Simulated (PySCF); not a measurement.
# From computed data to an observable: chemical shift, span and skew from a shielding tensor

C2F3, SMILES F[C]=C(F)F (connectivity only; charge and spin as stated), charge +1, multiplicity 1. Atoms are numbered in the order given.

```xyz
5

F     -1.9483     0.1806     0.0000
C     -0.8821    -0.4292     0.0000
C      0.4605     0.0418     0.0000
F      1.1147     0.0388    -1.0801
F      1.1147     0.0388     1.0801
```
Charge +1, spin multiplicity 1.

Geometry: B3LYP-D3(BJ)/def2-SVP. The spin state was assumed, not searched. The isomer is the one that the SMILES or the coordinates give; other isomers of the formula were not compared.

GIAO shieldings from PySCF with PBE/pcSseg-2, non-relativistic, no solvent. The symmetric part of the tensor of F1 has the principal values -1708.4, -272.5, 395.9 ppm. The same nucleus in CFCl3 has σ = 132.0 ppm at this level (PySCF, at its B3LYP-D3(BJ)/def2-TZVP geometry).

Work out the isotropic shielding, the ¹⁹F shift against CFCl3, the span and the skew.


σ(iso) = (σ11 + σ22 + σ33)/3 = -528.3 ppm. δ = σ(ref) − σ(iso) = 132.0 − (-528.3) = 660.3 ppm.
Span Ω = σ33 − σ11 = 2104.3 ppm. Skew κ = 3(σ(iso) − σ22)/Ω = -0.36. Tumbling in solution averages the tensor to δ; in a static solid the shielding alone would spread this spin-1/2 line over Ω.
